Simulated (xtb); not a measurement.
C₄H₆Cl₂N₂Pd, charge -1, doublet, at the geometry of the source list (GFN-xTB shapes and energies of metal compounds can be far from the true ones) (the multiplicity is a formal guess); GFN1-xTB (xtb).

The xtb input:
```
$ xtb mol.xyz --gfn 1 --chrg -1 --uhf 1 --etemp 5000 --json

# file mol.xyz
15

Pd    -0.00010000    -0.00010000    -0.00100000
Cl     2.12490000    -0.87420000     0.00140000
Cl    -2.12400000     0.87430000    -0.00000000
C      1.68310000     4.10300000     0.00020000
C      1.14290000     2.78070000    -0.00010000
N      0.70640000     1.71680000     0.00020000
H      2.15210000     4.30550000    -0.96260000
H      2.42950000     4.19200000     0.78940000
H      0.88370000     4.82370000     0.17250000
C     -1.68340000    -4.10290000     0.00100000
C     -1.14240000    -2.78100000    -0.00070000
N     -0.70690000    -1.71670000    -0.00170000
H     -2.58600000    -4.12700000     0.61170000
H     -0.94910000    -4.79760000     0.40880000
H     -1.93090000    -4.39660000    -1.01910000
```

The log (banner, timings and long lists left out):

```
   ID    Z sym.   atoms
    1   46 Pd     1
    2   17 Cl     2, 3
    3    6 C      4, 5, 10, 11
    4    7 N      6, 12
    5    1 H      7-9, 13-15

           -------------------------------------------------
          |                Calculation Setup                |
           -------------------------------------------------

           -------------------------------------------------
          |                 G F N 1 - x T B                 |
           -------------------------------------------------

          ...................................................
          :                      SETUP                      :
          :.................................................:
          :  # basis functions                  66          :
          :  # atomic orbitals                  63          :
          :  # shells                           33          :
          :  # electrons                        57          :
          :  # halogen bonds                     4          :
          :  max. iterations                   250          :
          :  Hamiltonian                  GFN1-xTB          :
          :  restarted?                      false          :
          :  GBSA solvation                  false          :
          :  PC potential                    false          :
          :  electronic temp.         5000.0000000     K    :
          :  accuracy                    1.0000000          :
          :  -> integral cutoff          0.2500000E+02      :
          :  -> integral neglect         0.1000000E-07      :
          :  -> SCF convergence          0.1000000E-05 Eh   :
          :  -> wf. convergence          0.2000000E-04 e    :
          :  Broyden damping             0.4000000          :
          :  net charge                         -1          :
          :  unpaired electrons                  1          :
          ...................................................

 iter      E             dE          RMSdq      gap      omega  full diag
   1    -31.2759898 -0.312760E+02  0.105E+01    4.01       0.0  T
   2    -31.5647021 -0.288712E+00  0.623E+00    0.13       1.0  T
   3    -31.5421942  0.225079E-01  0.368E+00    1.43       1.0  T
   4    -31.6298892 -0.876950E-01  0.104E+00    0.23       1.0  T
   5    -31.6353552 -0.546599E-02  0.479E-01    0.77       1.0  T
   6    -31.6384734 -0.311813E-02  0.594E-02    0.52       1.0  T
   7    -31.6385129 -0.395586E-04  0.262E-02    0.55       1.0  T
   8    -31.6385193 -0.633309E-05  0.783E-03    0.55       3.3  T
   9    -31.6385198 -0.505977E-06  0.183E-03    0.55      14.1  T
  10    -31.6385198 -0.346732E-07  0.737E-04    0.54      35.0  T
  11    -31.6385198 -0.515659E-08  0.405E-04    0.54      63.8  T
  12    -31.6385198 -0.177698E-08  0.293E-05    0.54     880.1  T
  13    -31.6385198 -0.104841E-10  0.344E-06    0.54    7507.4  T

   *** convergence criteria satisfied after 13 iterations ***

         :::::::::::::::::::::::::::::::::::::::::::::::::::::
         ::                     SUMMARY                     ::
         :::::::::::::::::::::::::::::::::::::::::::::::::::::
         :: total energy             -31.293954474134 Eh    ::
         :: gradient norm              0.069703219080 Eh/a0 ::
         :: HOMO-LUMO gap              0.544633065809 eV    ::
         ::.................................................::
         :: SCC energy               -31.638519798953 Eh    ::
         :: -> electrostatic           0.100626091054 Eh    ::
         :: repulsion energy           0.351882941337 Eh    ::
         :: dispersion energy         -0.007317616519 Eh    ::
         :: halogen bond corr.         0.000000000000 Eh    ::
         :: add. restraining           0.000000000000 Eh    ::
         :: total charge              -1.000000000000 e     ::
         :::::::::::::::::::::::::::::::::::::::::::::::::::::

           -------------------------------------------------
          |                Property Printout                |
           -------------------------------------------------

    * Orbital Energies and Occupations

         #    Occupation            Energy/Eh            Energy/eV
      -------------------------------------------------------------
         1        2.0000           -0.7112071             -19.3529
       ...           ...                  ...                  ...
        17        2.0000           -0.3653596              -9.9419
        18        2.0000           -0.3649015              -9.9295
        19        1.9999           -0.3369177              -9.1680
        20        1.9997           -0.3118985              -8.4872
        21        1.9997           -0.3118238              -8.4852
        22        1.9997           -0.3105515              -8.4505
        23        1.9996           -0.3069705              -8.3531
        24        1.9995           -0.3029978              -8.2450
        25        1.9912           -0.2558677              -6.9625
        26        1.9860           -0.2484150              -6.7597
        27        1.9851           -0.2474092              -6.7323
        28        1.9847           -0.2469783              -6.7206
        29        0.5436           -0.1272220              -3.4619 (HOMO)
        30        0.2370           -0.1072071              -2.9173 (LUMO)
        31        0.1508           -0.0985097              -2.6806
        32        0.0530           -0.0803508              -2.1865
        33        0.0528           -0.0802832              -2.1846
        34        0.0087           -0.0509805              -1.3873
        35        0.0084           -0.0505469              -1.3755
        36        0.0001            0.0202738               0.5517
        37        0.0001            0.0206184               0.5611
        38        0.0001            0.0206278               0.5613
        39        0.0001            0.0207804               0.5655
        40                          0.1436148               3.9080
       ...                                ...                  ...
        63                          1.5910400              43.2944
      -------------------------------------------------------------
                  HL-Gap            0.0200149 Eh            0.5446 eV
             Fermi-level           -0.1535368 Eh           -4.1780 eV

  Mulliken/CM5 charges         n(s)   n(p)   n(d)
     1Pd    0.22282  0.63426   0.423  0.686  8.669
     2Cl   -0.59545 -0.63433   1.913  5.686 -0.004
     3Cl   -0.59505 -0.63402   1.913  5.686 -0.004
     4C    -0.07228 -0.21225   0.996  3.077  0.000
     5C     0.12886  0.23161   1.027  2.844  0.000
     6N    -0.18022 -0.46893   1.557  3.624  0.000
     7H     0.03503  0.08809   0.965  0.000  0.000
     8H     0.03562  0.08868   0.964  0.000  0.000
     9H     0.03685  0.08990   0.963  0.000  0.000
    10C    -0.07225 -0.21219   0.996  3.077  0.000
    11C     0.12884  0.23159   1.027  2.844  0.000
    12N    -0.18023 -0.46901   1.557  3.624  0.000
    13H     0.03609  0.08913   0.964  0.000  0.000
    14H     0.03655  0.08960   0.963  0.000  0.000
    15H     0.03482  0.08787   0.965  0.000  0.000

Wiberg/Mayer (AO) data.
largest (>0.10) Wiberg bond orders for each atom

 ---------------------------------------------------------------------------
     #   Z sym  total        # sym  WBO       # sym  WBO       # sym  WBO
 ---------------------------------------------------------------------------
     1  46 Pd   2.692 --    12 N    0.623     6 N    0.623     3 Cl   0.578
                             2 Cl   0.578    11 C    0.127     5 C    0.127
     2  17 Cl   0.622 --     1 Pd   0.578
     3  17 Cl   0.622 --     1 Pd   0.578
     4   6 C    3.993 --     5 C    1.063     9 H    0.965     8 H    0.965
                             7 H    0.964
     5   6 C    3.735 --     6 N    2.506     4 C    1.063     1 Pd   0.127
     6   7 N    3.240 --     5 C    2.506     1 Pd   0.623
     7   1 H    1.001 --     4 C    0.964
     8   1 H    1.001 --     4 C    0.965
     9   1 H    1.002 --     4 C    0.965
    10   6 C    3.993 --    11 C    1.063    14 H    0.965    13 H    0.965
                            15 H    0.964
    11   6 C    3.735 --    12 N    2.506    10 C    1.063     1 Pd   0.127
    12   7 N    3.240 --    11 C    2.506     1 Pd   0.623
    13   1 H    1.001 --    10 C    0.965
    14   1 H    1.002 --    10 C    0.965
    15   1 H    1.001 --    10 C    0.964
 ---------------------------------------------------------------------------

Topologies differ in total number of bonds
Writing topology from bond orders to xtbtopo.mol

 dipole moment from electron density (au)
     X       Y       Z
  -0.0033   0.0010   0.0010  total (Debye):    0.009

           -------------------------------------------------
          | TOTAL ENERGY              -31.293954474134 Eh   |
          | GRADIENT NORM               0.069703219080 Eh/α |
          | HOMO-LUMO GAP               0.544633065809 eV   |
           -------------------------------------------------

normal termination of xtb
```
